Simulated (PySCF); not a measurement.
B(H)(NHMe)2 (C₂H₉BN₂), SMILES CNBNC. Atoms are numbered in the order given.

```xyz
14

B     -0.5530     0.1101     0.5532
H     -1.1921     0.0223     1.5809
N      0.6442    -0.6292     0.4342
C      1.1739    -1.5399     1.4110
H      1.2102    -0.5406    -0.4011
H      2.1801    -1.2472     1.7628
H      1.2468    -2.5765     1.0336
H      0.5123    -1.5578     2.2885
N     -1.0489     0.9468    -0.4751
C     -0.4477     1.1891    -1.7570
H     -1.8732     1.4962    -0.2785
H      0.2898     2.0154    -1.7542
H     -1.2073     1.4323    -2.5170
H      0.0739     0.2873    -2.1184
```
Charge 0, spin multiplicity 1.

Geometry: PBE0-D3(BJ)/def2-SVP. The structure was generated by enumeration, and PubChem lists no compound with its InChIKey, so it may never have been made. One conformer was computed; it need not be the lowest.

These are TDDFT-PBE/def2-SVPD in PySCF 2.14.0 values and carry that method's errors.

Vertical excitations. The molecule is in vacuum.

```json
[
 {"state": "S1", "energy (eV)": "4.94", "λ (nm)": "251", "f": "0.001", "main pairs": "HOMO→LUMO 100 %"},
 {"state": "S2", "energy (eV)": "5.46", "λ (nm)": "227", "f": "0.001", "main pairs": "HOMO→LUMO+1 99 %"},
 {"state": "S3", "energy (eV)": "5.73", "λ (nm)": "216", "f": "0.014", "main pairs": "HOMO→LUMO+2 54 %, HOMO→LUMO+3 46 %"},
 {"state": "S4", "energy (eV)": "6.43", "λ (nm)": "193", "f": "0.199", "main pairs": "HOMO→LUMO+3 44 %, HOMO→LUMO+2 37 %, HOMO→LUMO+4 9 %"},
 {"state": "S5", "energy (eV)": "6.53", "λ (nm)": "190", "f": "0.014", "main pairs": "HOMO−1→LUMO 93 %"},
 {"state": "S6", "energy (eV)": "6.57", "λ (nm)": "189", "f": "0.016", "main pairs": "HOMO→LUMO+4 86 %"},
 {"state": "S7", "energy (eV)": "6.78", "λ (nm)": "183", "f": "0.025", "main pairs": "HOMO→LUMO+5 90 %"},
 {"state": "S8", "energy (eV)": "7.03", "λ (nm)": "176", "f": "0.009", "main pairs": "HOMO−1→LUMO+1 99 %"},
 {"state": "S9", "energy (eV)": "7.16", "λ (nm)": "173", "f": "0.018", "main pairs": "HOMO→LUMO+6 96 %"},
 {"state": "S10", "energy (eV)": "7.18", "λ (nm)": "173", "f": "0.022", "main pairs": "HOMO→LUMO+7 99 %"},
 {"state": "T1", "energy (eV)": "4.85", "λ (nm)": "255", "f": "0", "main pairs": "HOMO→LUMO 100 %"},
 {"state": "T2", "energy (eV)": "5.32", "λ (nm)": "233", "f": "0", "main pairs": "HOMO→LUMO+1 80 %"},
 {"state": "T3", "energy (eV)": "5.39", "λ (nm)": "230", "f": "0", "main pairs": "HOMO→LUMO+3 44 %, HOMO→LUMO+2 36 %, HOMO→LUMO+1 19 %"},
 {"state": "T4", "energy (eV)": "5.67", "λ (nm)": "219", "f": "0", "main pairs": "HOMO→LUMO+2 53 %, HOMO→LUMO+3 46 %"}
]
```
Triplets are in the Tamm–Dancoff approximation, which puts them higher than full response would, so one can lie above its singlet here.
